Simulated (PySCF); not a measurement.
**Choosing a basis for TDDFT**

Compound: isopropyl acetate, C5H10O2.
Bonds: C1–C2, C2–O3 (double), C2–O4, O4–C5, C5–C6, C5–C7. Hydrogens: H8, H9, H10 on C1; H11 on C5; H12, H13, H14 on C6; H15, H16, H17 on C7.

TDDFT with PBE0 (PySCF), vertical singlets, core orbitals frozen in the response, spherical d and f functions. Geometry: PBE0-D3(BJ)/def2-SVP, one conformer, isolated molecule.

**Question.** How do the low singlets change with the basis? Take 6-31G*, 6-31+G*, def2-SVP, def2-SVPD, aug-cc-pVDZ and def2-TZVP.

**Answer.** 

| basis | functions | diffuse | S1 (eV) | S2 (eV) | S3 (eV) | S4 (eV) | S5 (eV) | LUMO (eV) | α (au) |
| --- | --- | --- | --- | --- | --- | --- | --- | --- | --- |
| 6-31G* | 118 | no | 5.93 | 8.10 | 8.44 | 9.34 | 9.40 | 0.79 | 58.3 |
| 6-31+G* | 146 | yes | 5.94 | 7.25 | 7.81 | 7.95 | 7.99 | 0.37 | 65.2 |
| def2-SVP | 148 | no | 5.94 | 8.08 | 8.39 | 8.54 | 9.10 | 0.60 | 59.8 |
| def2-SVPD | 226 | yes | 5.92 | 7.48 | 7.90 | 8.17 | 8.26 | 0.30 | 69.4 |
| aug-cc-pVDZ | 251 | yes | 5.90 | 6.84 | 7.36 | 7.52 | 7.53 | -0.10 | 70.9 |
| def2-TZVP | 277 | no | 5.93 | 7.85 | 7.98 | 8.33 | 8.54 | 0.44 | 67.7 |

States are compared by their number. Against the largest diffuse basis here (aug-cc-pVDZ, itself not a converged limit), sets without diffuse functions differ by up to 0.04 eV in S1 and 1.86 eV in S5; the smaller diffuse sets differ by up to 0.04 and 0.72 eV. State by state, the largest deviation of a set without diffuse functions is S1 0.04, S2 1.26, S3 1.08, S4 1.82, S5 1.86 eV. The same number needn't mean the same state in each row. Against aug-cc-pVDZ the polarisability deviates by -18% in 6-31G*, -8% in 6-31+G*, -16% in def2-SVP, -2% in def2-SVPD, -5% in def2-TZVP. A single + in a Pople set puts diffuse functions on heavy atoms only.
